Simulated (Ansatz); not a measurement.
Input and output for CH2OSSi (`O=C1[SiH2]S1`).

```yaml
crystal:
  periodic: [false, false, false]
  atoms:
    - {symbol: O, position_ang: [-0.625212, -2.095432, 0.562311]}
    - {symbol: C, position_ang: [-0.422304, -1.023632, 0.139708]}
    - {symbol: Si, position_ang: [0.409026, 0.552724, -0.015296]}
    - {symbol: S, position_ang: [-1.357038, 0.114127, -0.994857]}
    - {symbol: H, position_ang: [1.712786, 0.736008, -0.803728]}
    - {symbol: H, position_ang: [0.362512, 1.647142, 1.097445]}
basis:
  gaussian: {orbitals: def2-TZVP}
hamiltonian: {xc: {name: B97M-V}}
accuracy: high
```

```sh
$ ansatz run in.yaml --threads 2 --pin off --events-out ev --progress --plain --max-ram 4352MiB
```

Shortened log:

```
Functional definition: B97M-V
  name "B97M-V"
  cite "Mardirossian & Head-Gordon, J. Chem. Phys. 142, 074111 (2015) doi:10.1063/1.4907719"
  cite "Becke, J. Chem. Phys. 107, 8554 (1997) doi:10.1063/1.475007"
  cite "Vydrov & Van Voorhis, J. Chem. Phys. 133, 244103 (2010) doi:10.1063/1.3521275"
  # Of w^i u^j: cxij and so on, Table III.
  parameter cx00 = 1.000
  parameter cx01 = 1.308
  parameter cx02 = 1.901
  parameter cx10 = 0.416
  parameter cx11 = 3.070
  parameter css00 = 1.000
  parameter css02 = -1.855
  parameter css10 = -5.668
  parameter css32 = -20.497
  parameter css42 = -20.364
  parameter cos00 = 1.000
  parameter cos01 = 1.573
  parameter cos03 = -6.298
  parameter cos10 = 2.535
  parameter cos32 = -6.427
  parameter b = 6.0
  parameter c = 0.01
  gx(w, u) = cx00 + cx01*u + cx02*u^2 + (cx10 + cx11*u)*w
  gss(w, u) = css00 + css02*u^2 + css10*w + (css32*w^3 + css42*w^4)*u^2
  gos(w, u) = cos00 + cos01*u + cos03*u^3 + cos10*w + cos32*w^3*u^2
  exchange = spin_sum(e_x_unif_s*gx(b97_w, b97_u_x))
  correlation = spin_sum(e_c_pw_mod_same_spin*gss(b97_w, b97_u_same))
      + integral(e_c_pw_mod_opposite_spin*gos(b97_w_opposite, b97_u_opposite)) + vv10(b, c)
2541 factors; integrals over basis functions are off by at most 3.5e-9 eV
mean field evaluation 1: about -21818.9782 eV, gradient 5.4e1 eV
mean field evaluation 2: about -21749.8585 eV, gradient 1.6e2 eV
mean field evaluation 4: about -21823.9751 eV, gradient 2.7e1 eV
mean field evaluation 8: about -21825.4549 eV, gradient 5.5e-1 eV
mean field evaluation 16: about -21825.4559 eV, gradient 1.5e-4 eV
mean field -21825.45585615 eV, -802.0707088881 hartree, gradient 6.6e-8 eV, S^2 0.000000; 0 other end points of the search recorded, 0 dependent functions left out
reference -21825.45586124 eV, -802.0707090752 hartree; 23, 23 occupied and 125, 125 virtual orbitals, 2541 factors
Total energy: -21825.45586124 eV, -802.0707090752 hartree
```

Run time 29 s (2 threads of an Arm Neoverse V2 on a shared host); peak host memory 0.67 GiB.
